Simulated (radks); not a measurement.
Species: Au+. Configuration: [Xe] 4f14 5d10 (the NIST ground configuration).

Method: scalar-relativistic Kohn-Sham, BP86, spin-polarised, spherical densities, point nucleus; computed with a radial shooting solver on a logarithmic mesh with Libxc functionals.

Energy parts (Ry):
| part | energy |
|---|---|
| total | -38027.4413 |
| kinetic | 42559.9215 |
| electron-nucleus | -94583.0548 |
| Hartree | 14724.2332 |
| exchange-correlation | -728.5412 |

Orbitals (lengths in bohr, moments of r in powers of bohr; r(max) is where P^2 peaks):
| orbital | occ. | eigenvalue (Ry) | r(max) | <r> | <r^2> |
|---|---|---|---|---|---|
| 1s | 2 | -5939.195 | 0.01041 | 0.01686 | 0.0003929 |
| 2s | 2 | -1048.381 | 0.06015 | 0.07111 | 0.005991 |
| 2p | 6 | -906.2844 | 0.04981 | 0.06424 | 0.005046 |
| 3s | 2 | -247.9327 | 0.1696 | 0.1838 | 0.03864 |
| 3p | 6 | -206.7240 | 0.1690 | 0.1851 | 0.03973 |
| 3d | 10 | -162.7342 | 0.1376 | 0.1677 | 0.03292 |
| 4s | 2 | -54.30682 | 0.3826 | 0.4070 | 0.1869 |
| 4p | 6 | -40.79717 | 0.4028 | 0.4335 | 0.2136 |
| 4d | 10 | -24.58722 | 0.4103 | 0.4584 | 0.2428 |
| 5s | 2 | -8.60477 | 0.8476 | 0.9270 | 0.9646 |
| 4f | 14 | -6.59795 | 0.3755 | 0.4987 | 0.3016 |
| 5p | 6 | -5.03386 | 0.9528 | 1.073 | 1.304 |
| 5d | 10 | -1.13602 | 1.215 | 1.575 | 2.954 |

The highest occupied level is 5d at -15.456 eV. The density falls to 0.001 e/bohr^3 at r = 3.77 bohr. For comparison, the ionisation energy in NIST's Atomic Spectra Database is 20.20 eV (measured). In exact Kohn-Sham theory the highest level is minus the ionisation energy, but local and semilocal functionals leave it too shallow, through self-interaction and a potential that decays too fast; potentials with the right tail come closer. Summed over all electrons, <r^2> = 48.28 bohr^2, which gives a Langevin (diamagnetic) susceptibility term of -38.2 x 10^-6 cm^3/mol.
